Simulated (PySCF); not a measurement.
C₂H₄BFO₂, SMILES COB(F)C=O.

The structure is a stationary point at ωB97X-D3(BJ)/def2-SVP. This is a generated structure with no PubChem entry under its InChIKey; it may be hypothetical. One conformer was computed; it need not be the lowest.

Two levels are set side by side: PBE/def2-TZVP (PySCF) and B3LYP/def2-TZVP (PySCF). Same geometry, gas phase. Differences are taken from unrounded values.

| quantity | B3LYP | PBE | PBE minus B3LYP |
|---|---|---|---|
| orbital gap (eV) | 4.61 | 2.40 | -2.21 |
| highest occupied level (eV) | -7.19 | -5.78 | 1.41 |
| lowest empty level (eV) | -2.58 | -3.39 | -0.80 |
| dipole moment (D) | 0.92 | 1.01 | 0.09 |
| mean polarisability (bohr³) | 43.3 | 45.3 | 2.0 |

PBE's occupied levels lie high since its potential decays too fast outside the molecule; exact exchange lowers them and widens the gap. Loosely held outer electrons make PBE densities more polarisable. Differences between two approximate levels are no errors against the true value.

Rough cost on one machine, each run with all the roots and properties that it gave: B3LYP against PBE within a factor of 2.
